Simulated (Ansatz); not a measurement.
The multiplicity is imposed and other spin states were not computed.

Method: Ansatz (a first-principles code) with r2SCAN-D4/def2-SVP. No frequencies were computed at this level.

Ansatz 0.2 input:
```yaml
crystal:
  periodic: [false, false, false]
  atoms:
    - { symbol: Cd, position_ang: [-0.144357, 0.040568, 0.051041] }
    - { symbol: O, position_ang: [1.279733, -1.286506, -0.984173] }
    - { symbol: C, position_ang: [2.619267, -0.987308, -1.070219] }
    - { symbol: H, position_ang: [2.812206, -0.049632, -1.621837] }
    - { symbol: H, position_ang: [3.110149, -1.798405, -1.629927] }
    - { symbol: H, position_ang: [3.108594, -0.933477, -0.081076] }
basis:
  gaussian: { orbitals: def2-svp }
hamiltonian:
  xc: r2scan
  dispersion: d4
relax:
  max_steps: 150
magnetization:
  spin_polarized: true
  initial_magnetization: 1
```

Output:

```
Functional definition: r2SCAN
783 factors; their error is unknown
mean field evaluation 1: about -7684.2679 eV, gradient 4.2e1 eV
mean field evaluation 2: about -7502.3278 eV, gradient 1.5e2 eV
mean field evaluation 4: about -7691.0146 eV, gradient 2.3e1 eV
mean field evaluation 8: about -7693.2514 eV, gradient 9.6e-2 eV
mean field evaluation 16: about -7693.2320 eV, gradient 1.6e-3 eV
mean field evaluation 32: about -7692.9624 eV, gradient 7.1e0 eV
mean field -7693.23196465 eV, -282.7210600411 hartree, gradient 2.0e-5 eV, S^2 0.760547; 4 other end points of the search recorded, 0 dependent functions left out
reference -7693.23198119 eV, -282.7210606489 hartree; 19, 18 occupied and 55, 56 virtual orbitals, 783 factors
relax step   1: F+E_penalty+E_count = -7693.25615001 eV  Δ(F+E_penalty+E_count) = +0.000e0 eV  max|allowed force component| = 9.802e-1 eV/Å  Δτ_max = 0.0000 Å  (97 SCF iters, accepted)
these checks for a lower state are left out or cut short: starts, cluster_reference, orbital_swaps, neighbouring_geometries, increment
783 factors; their error is unknown
mean field -7693.29103088 eV, -282.7232306847 hartree, gradient 1.1e-5 eV, S^2 0.758699; 0 other end points of the search recorded, 0 dependent functions left out
reference -7693.29104750 eV, -282.7232312958 hartree; 19, 18 occupied and 55, 56 virtual orbitals, 783 factors
relax step   2: F+E_penalty+E_count = -7693.31530311 eV  Δ(F+E_penalty+E_count) = -5.915e-2 eV  max|allowed force component| = 4.073e-1 eV/Å  Δτ_max = 0.0653 Å  (37 SCF iters, accepted)
these checks for a lower state are left out or cut short: starts, cluster_reference, orbital_swaps, neighbouring_geometries, increment
783 factors; their error is unknown
mean field -7693.29774830 eV, -282.7234775454 hartree, gradient 8.0e-6 eV, S^2 0.757730; 0 other end points of the search recorded, 0 dependent functions left out
reference -7693.29776498 eV, -282.7234781585 hartree; 19, 18 occupied and 55, 56 virtual orbitals, 783 factors
relax step   3: F+E_penalty+E_count = -7693.32199181 eV  Δ(F+E_penalty+E_count) = -6.689e-3 eV  max|allowed force component| = 9.634e-2 eV/Å  Δτ_max = 0.0238 Å  (37 SCF iters, accepted)
these checks for a lower state are left out or cut short: starts, cluster_reference, orbital_swaps, neighbouring_geometries, increment
783 factors; their error is unknown
mean field -7693.29818293 eV, -282.7234935180 hartree, gradient 1.4e-5 eV, S^2 0.757905; 0 other end points of the search recorded, 0 dependent functions left out
reference -7693.29819961 eV, -282.7234941308 hartree; 19, 18 occupied and 55, 56 virtual orbitals, 783 factors
relax step   4: F+E_penalty+E_count = -7693.32243352 eV  Δ(F+E_penalty+E_count) = -4.417e-4 eV  max|allowed force component| = 2.738e-2 eV/Å  Δτ_max = 0.0086 Å  (38 SCF iters, accepted)
these checks for a lower state are left out or cut short: starts, cluster_reference, orbital_swaps, neighbouring_geometries, increment
783 factors; their error is unknown
mean field evaluation 64: about -7693.3176 eV, gradient 1.1e-1 eV
mean field -7693.29820605 eV, -282.7234943676 hartree, gradient 1.7e-5 eV, S^2 0.757902; 0 other end points of the search recorded, 0 dependent functions left out
reference -7693.29822273 eV, -282.7234949804 hartree; 19, 18 occupied and 55, 56 virtual orbitals, 783 factors
relax step   5: F+E_penalty+E_count = -7693.32245567 eV  Δ(F+E_penalty+E_count) = -2.215e-5 eV  max|allowed force component| = 9.060e-3 eV/Å  Δτ_max = 0.0014 Å  (27 SCF iters, accepted)
783 factors; their error is unknown
mean field evaluation 96: about -7691.4924 eV, gradient 2.8e-4 eV
mean field -7693.29820605 eV, -282.7234943676 hartree, gradient 1.7e-5 eV, S^2 0.757902; 4 other end points of the search recorded, 0 dependent functions left out
reference -7693.29822273 eV, -282.7234949804 hartree; 19, 18 occupied and 55, 56 virtual orbitals, 783 factors
Total energy: -7693.32247235 eV, -282.7243861376 hartree
Atom 0 at    -0.088051    -0.002567     0.015466 Å, force     0.000749    -0.002344    -0.001489 eV/Å
Atom 1 at     1.241712    -1.270997    -0.967963 Å, force    -0.003658     0.002197     0.001964 eV/Å
Atom 2 at     2.596720    -0.977665    -1.060350 Å, force     0.009060     0.002386    -0.000374 eV/Å
Atom 3 at     2.827055    -0.042444    -1.615808 Å, force    -0.001451    -0.001666     0.000914 eV/Å
Atom 4 at     3.086054    -1.798798    -1.625517 Å, force    -0.002801    -0.000243     0.000400 eV/Å
Atom 5 at     3.122101    -0.922289    -0.082019 Å, force    -0.001899    -0.000330    -0.001414 eV/Å
Dipole moment:    -0.019820     0.238258     0.140487 e Å
```

Cost: very roughly 29 core-seconds.
